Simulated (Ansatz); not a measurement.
Total energies of `C[N](C)[GeH3]`.

```xyz
13

C    -0.7220    0.0049   -1.2843
N    -0.3143   -0.2212    0.0816
C    -0.7272    0.8425    0.9655
Ge    1.3759   -0.9012    0.3387
H    -0.2952    0.9217   -1.7261
H    -1.8137    0.0969   -1.3376
H    -0.4325   -0.8389   -1.9155
H    -1.8191    0.9452    0.9411
H    -0.3009    1.8256    0.7020
H    -0.4417    0.6173    1.9960
H     1.5014   -2.1441   -0.5557
H     1.4962   -1.2557    1.8288
H     2.4931    0.1070   -0.0345
```

Charge 0, multiplicity 1. Correlated methods include outer-core shells of Ge, which these sets cover unevenly. Scalar relativity is left out up to krypton. The structure was optimised at the PBE0-D4/def2-TZVP level. Basis def2-TZVPP, Ansatz.

RPA on PBE orbitals: Hartree–Fock energy of these orbitals -2210.76411 Eh, correlation -1.38874 Eh (frozen core).

```tsv
functional	kind	energy without D4 (Eh)	D4 term (kJ/mol)
LDA (SPW92)	LDA	-2209.01582	–
PBE	GGA	-2212.90863	-24.5
revPBE	GGA	-2213.20850	-79.0
BLYP	GGA	-2213.39256	-54.2
r2SCAN	meta-GGA	-2213.32187	-6.1
B97M-V	meta-GGA with VV10	-2213.02311	–
PBE0	global hybrid, 25 % exact exchange	-2212.98661	-20.6
B3LYP	global hybrid, 20 %	-2213.47281	-39.2
r2SCANh	meta-GGA hybrid, 10 %	-2213.30881	-6.4
r2SCAN0	meta-GGA hybrid, 25 %	-2213.29061	-7.1
HSE06 (plane-wave form)	screened hybrid	-2212.97862	-19.1
BHLYP	global hybrid, 50 %	-2213.30879	-28.8
CAM-B3LYP	range-separated hybrid	-2213.46429	-20.7
LC-ωPBE	long-range corrected hybrid	-2213.06780	–
ωB97X-V	range-separated hybrid GGA with VV10	-2213.18829	–
ωB97M-V	range-separated hybrid meta-GGA with VV10	-2213.21622	–
B2PLYP	double hybrid	-2212.92140	–
PBE-QIDH	double hybrid	-2212.64497	–
```

B3LYP takes the VWN-RPA correlation (the form of Gaussian; ORCA's B3LYP/G). HSE06 is the plane-wave form, built on full-range PBE exchange. The double hybrids freeze the cores in their second-order part.

LC-ωPBE has ω = 0.4 bohr⁻¹.
